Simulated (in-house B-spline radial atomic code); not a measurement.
Ionisation energies along the 50-electron series, configuration [Kr] 4d10 4f4, as differences of self-consistent energies. Dirac energy differences include first-order Breit, QED and recoil terms. NIST's values go from ground level to ground level; the uncertainty of those that are theory runs from under 0.1 % in few-electron ions to several per cent in heavy many-electron ones. Computed with a radial B-spline atomic code at the basis-set limit: Dirac-Hartree-Fock, average of the configuration, finite nuclei.

```csv
ion,configuration after,ionisation energy (eV),IE/(q+1)² (eV),Breit and QED recoil part (eV),tabulated value (eV),tabulated kind,computed minus tabulated (eV)
Hf22+,[Kr] 4d10 4f3,624.0,1.1796,0.1027,650,tabulated theory,-26.0
Ta23+,[Kr] 4d10 4f3,675.3,1.1723,0.098422,700,tabulated theory,-24.7
W24+,[Kr] 4d10 4f3,?,?,?,?,semi-empirical,?
Re25+,[Kr] 4d10 4f3,783.1,1.1584,0.086297,810,tabulated theory,-26.9
Os26+,[Kr] 4d10 4f3,?,?,?,?,tabulated theory,?
Ir27+,[Kr] 4d10 4f3,897.9,1.1453,0.069184,920,tabulated theory,-22.1
Pt28+,[Kr] 4d10 4f3,958.0,1.1391,0.058676,980,tabulated theory,-22.0
Au29+,[Kr] 4d10 4f3,1019.7,1.133,0.046826,1040,tabulated theory,-20.3
Hg30+,[Kr] 4d10 4f3,1083.2,1.1272,0.033586,1110,tabulated theory,-26.8
```

Fill in the row of W24+.

ionisation energy (eV): 728.3; IE/(q+1)² (eV): 1.1653; Breit and QED recoil part (eV): 0.092966; tabulated value (eV): 734.1; computed minus tabulated (eV): -5.8.

Fill in the row of Os26+.

ionisation energy (eV): 839.6; IE/(q+1)² (eV): 1.1518; Breit and QED recoil part (eV): 0.078381; tabulated value (eV): 870; computed minus tabulated (eV): -30.4.

Where a p, d or f electron is removed, the computed value is a mean over both j, so it misses the tabulated one by a part of the spin-orbit splitting; averaging over terms and missing correlation add to the gap, relatively most at low charge.
